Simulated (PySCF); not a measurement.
The isolated species `[NH3+][AlH2-][CH]=C` is ionised with Mg Kα (hν = 1253.6 eV). Calculated photoelectron kinetic energies of its computed core levels, recoil neglected:

| line | kinetic energy (eV) |
| --- | --- |
| 1 | 964.57 |
| 2 | 963.77 |
| 3 | 845.93 |

Method used: delta-SCF UKS SCAN, pcX-2 on the ionised atom, pcseg-1 elsewhere, spin-free X2C in PySCF 2.14.0.

**Question.** Which element, shell and site does each line come from? Numbering: `[CH2:1]=[CH:2][AlH2-:3][NH3+:4]`.

**Answer.** Against the vacuum level, binding energy = hν − kinetic energy.

```
line  binding energy (eV)  level  atoms                    environment
   1               289.03   C 1s     C2               alkene CH carbon
   2               289.83   C 1s     C1           terminal =CH2 carbon
   3               407.67   N 1s     N4  nitrogen bonded to Al and 3 H
```

Out of reach at this photon energy: Al 1s (1565.3 eV).

**Question.** Where does line 2 move with hν = 800.0 eV?

**Answer.** To 800.0 − 289.83 = 510.17 eV; every photoline shifts by the change in photon energy, -453.6 eV.

The listed C 1s values span 0.80 eV, from C2 (bonded to C (double bond), H and Al) to C1 (bonded to C (double bond) and 2 H). Summing the Pauling electronegativity differences to the bonded atoms, each weighted by its formal bond order, gives -1.29 for the lowest site and -0.70 for the highest.

**Question.** Which photon energy gives electrons from N 1s of N4 a kinetic energy of 50 eV, and what is their de Broglie wavelength?

**Answer.** hν = 407.67 + 50 = 457.67 eV, recoil neglected; λ = 12.264 Å/√(E/eV) = 1.73 Å.

Other core shells, valence and Auger electrons aren't listed. The structure is a single PBE0-D3(BJ)/def2-SVP conformer in the gas phase; no vibrational or solvent corrections.

On one thread of an Arm Neoverse V1 (shared host), this took 28 s of wall time.

Conformer computed: `[CH2:1]=[CH:2][AlH2-:3][NH3+:4]`: C1–C2–Al3–N4 -98°.
